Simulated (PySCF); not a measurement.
SnFBr, SMILES [Sn]([F])[Br] (connectivity only; charge and spin as stated), neutral, multiplicity 1.

Geometry optimised at B3LYP-D3(BJ)/def2-TZVP. The def2 effective core potentials stand for the cores of Sn; spin–orbit coupling is left out.

These are TDDFT-PBE0/def2-SVPD (PySCF) values and carry that method's errors.

Vertical excitations.  State labels are in the subgroup Cs.

Computed UV-visible absorptions:
| state | symmetry | energy (eV) | λ (nm) | f | main pairs |
|---|---|---|---|---|---|
| S1 | A" | 3.86 | 321 | 0.016 | HOMO→LUMO 90 % |
| S2 | A" | 4.14 | 299 | 0.019 | HOMO−1→LUMO 90 % |
| S3 | A' | 4.51 | 275 | 0.020 | HOMO−2→LUMO 94 % |
| S4 | A' | 6.02 | 206 | 0.029 | HOMO→LUMO+1 45 %, HOMO−1→LUMO+1 44 %, HOMO−1→LUMO+2 9 % |
| S5 | A" | 6.20 | 200 | 0.000 | HOMO−2→LUMO+1 75 %, HOMO−3→LUMO 21 % |
| S6 | A' | 6.24 | 199 | 0.069 | HOMO→LUMO+2 90 % |
| S7 | A" | 6.31 | 197 | 0.033 | HOMO−3→LUMO 68 %, HOMO−2→LUMO+1 21 % |
| S8 | A' | 6.42 | 193 | 0.121 | HOMO−1→LUMO+1 45 %, HOMO−1→LUMO+2 33 %, HOMO→LUMO+1 16 % |
| S9 | A" | 6.54 | 190 | 0.005 | HOMO−5→LUMO 83 % |
| S10 | A" | 6.57 | 189 | 0.006 | HOMO−2→LUMO+2 89 % |
| T1 | A" | 2.97 | 418 | 0 | HOMO→LUMO 84 %, HOMO−1→LUMO 13 % |
| T2 | A' | 3.87 | 320 | 0 | HOMO−2→LUMO 99 % |
| T3 | A" | 3.90 | 318 | 0 | HOMO−1→LUMO 86 %, HOMO→LUMO 14 % |
| T4 | A' | 5.00 | 248 | 0 | HOMO→LUMO+1 87 % |
Triplets are in the Tamm–Dancoff approximation, which puts them higher than full response would, so one can lie above its singlet here.
